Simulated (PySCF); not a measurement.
## Correlation energy of Te⁺ (tellurium, charge +1)

[Kr] 4d10 5s2 5p3, high-spin 4S determinant. All numbers are calculated (PySCF 2.14, scalar relativity through the core potential, in aug-cc-pVDZ-PP with ECP28MDF (5s4p3d, 32 functions)). Frozen: 4s2 4p6 4d10; 5 electrons correlated.

MP2 pair energies summed by pair of shells (mhartree):

| pair | energy | share (%) |
| --- | --- | --- |
| 5s-5p | -31.48 | 65.6 |
| 5p-5p | -11.23 | 23.4 |
| 5s-5s | -5.28 | 11.0 |

Total MP2 correlation energy: -47.98 mhartree.

Same-spin part -12.95 and opposite-spin part -35.03 mhartree; SCS-MP2 scales them by 1/3 and 6/5 to -46.36 mhartree.

```json
{"level": "CCSD", "correlation energy (mhartree)": "-60.83"}
{"level": "(T)", "correlation energy (mhartree)": "-0.70"}
{"level": "CCSD(T)", "correlation energy (mhartree)": "-61.53"}
```

Diagnostics: T1 = 0.0025, D1 = 0.0043, largest double amplitude 0.047.

Cost of the coupled-cluster step: 0.18 s of wall time on 1 thread of Neoverse-V1 (shared host), for 5 correlated electrons.
